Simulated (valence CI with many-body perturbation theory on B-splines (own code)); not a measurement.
Results of a calculation; reference values are marked as such.
# Rh XIII in three bases

Level of theory: valence CI with perturbative core correlation (CI+MBPT): five valence electrons over a frozen Dirac-Fock core [Ar] 3d10, radial functions for each j: 9 s, 9 p, 8 d, 6 f, 3 g, 1 h, with the one-electron correlation potential Σ1 (screened to all orders), the two-electron term Σ2, the three-electron term Σ3, Breit, model QED; selected single and double excitations, second order for the rest, scaled by the run's own slope (own B-spline code, finite nucleus).

No measured spectrum was set against this ion. As an estimate, levels hold to about 250 cm⁻¹ or 0.2 % of their energy and the worst to 1 %, as in measured heavy ions of charge 2 to 7; those with d or f electrons hold less well. Among the levels kept, up to 1300 cm⁻¹ of a level comes from second order outside the variational space, and about a tenth of that is noise between levels of different J, which matters for small intervals.

The reference run has the lowest level 4s2 4p3 4S°_3/2 and an ionisation energy of 278.370 eV. Its largest variational space holds 19994 state functions.

Names give the largest LS component (configuration and term), which can be under half, so a name can repeat, a term be missing and a line seem to break the LS rules; names also repeat where a configuration has a term twice.

Changed runs:
A. basis 6 s, 6 p, 5 d, 3 f, 1 g
B. basis 5 s, 5 p, 4 d, 2 f

Excitation energies of the reference run in cm⁻¹, and shifts in cm⁻¹:

| Level | Reference | A | B |
| --- | --- | --- | --- |
| 4s2 4p3 2D°_3/2 | 35900 | +92 | +358 |
| 4s2 4p3 2D°_5/2 | 49181 | +129 | +492 |
| 4s2 4p3 2P°_1/2 | 72467 | +181 | +693 |
| 4s2 4p3 2P°_3/2 | 100771 | +143 | +565 |
| 4s 4p4 4P_5/2 | 284024 | -47 | -57 |
| 4s 4p4 4P_3/2 | 308314 | -56 | -76 |
| 4s 4p4 4P_1/2 | 313824 | -30 | +8.4 |
| 4s 4p4 2D_3/2 | 350017 | +82 | +380 |
| 4s 4p4 2D_5/2 | 359536 | +83 | +388 |
| 4s 4p4 2S_1/2 | 395445 | +181 | +702 |
| 4s 4p4 2P_3/2 | 402238 | +97 | +395 |
| 4s2 4p2 4d 4F_3/2 | 438891 | +135 | +692 |
| Ionisation energy (eV) | 278.370 | -0.030 | -0.096 |
